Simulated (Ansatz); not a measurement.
`OC[SiH2]F` + H₂O → `O[SiH2]F` + CH₃OH at 600 K and 1 bar (formal hydrolysis of the Si–C bond).

Computed with Ansatz on PBE0-D4/def2-TZVP structures; ΔE is electronic, products minus reactants. CCSD(T)/CBS adds triple-zeta CCSD(T) − MP2 to the extrapolated MP2 energy (def2 sets, frozen cores). This one scheme is used for every species. Each species was taken in one conformer, which may not be the lowest.

```csv
species,CCSD(T)/CBS energy (Eh),H − E (kJ/mol),S (J/(mol·K))
`OC[SiH2]F`,-505.15298,213.9,391.0
H₂O,-76.37941,76.8,212.8
`O[SiH2]F`,-465.96250,127.7,331.4
CH₃OH,-115.61712,163.6,277.3
```

H − E and S are ideal-gas, rigid-rotor, harmonic terms from PBE0-D4/def2-TZVP, for one conformer and one mirror image of each species. 1 Eh = 2625.50 kJ/mol, R = 8.31446 J/(mol·K).

**Question.** By hand: ΔE, ΔH, ΔS and ΔG.

**Answer.** ΔE = (-465.96250) + (-115.61712) − (-505.15298) − (-76.37941) = -0.04723 Eh = -124.0 kJ/mol. Δ(H − E) = 127.7 + 163.6 − 213.9 − 76.8 = 0.6, so ΔH = -123.4 kJ/mol. ΔS = 331.4 + 277.3 − 391.0 − 212.8 = 4.9 J/(mol·K). ΔG = -123.4 − 600 × (4.9)/1000 = -126.3 kJ/mol.

**Question.** By hand: the equilibrium constant, and the temperature at which ΔG would vanish if ΔH and ΔS stayed fixed.

**Answer.** log₁₀ K = −ΔG/(RT ln 10) = 11.0. ΔH and −TΔS have one sign here, so there is no such temperature. One of them is within its doubt of zero, so this could turn.

The number of gas molecules stays the same, so ΔS is small and ΔH decides. A doubt of 5 kJ/mol in ΔE shifts log₁₀ K by 0.4 here. Other conformers and mirror images would add mixing entropy, several J/(mol·K) or more a flexible species. These are equilibria of isolated gas molecules and say nothing of rates. Largest T1 diagnostic: 0.011 (customary marks: 0.02 for closed shells, 0.045 for open ones).
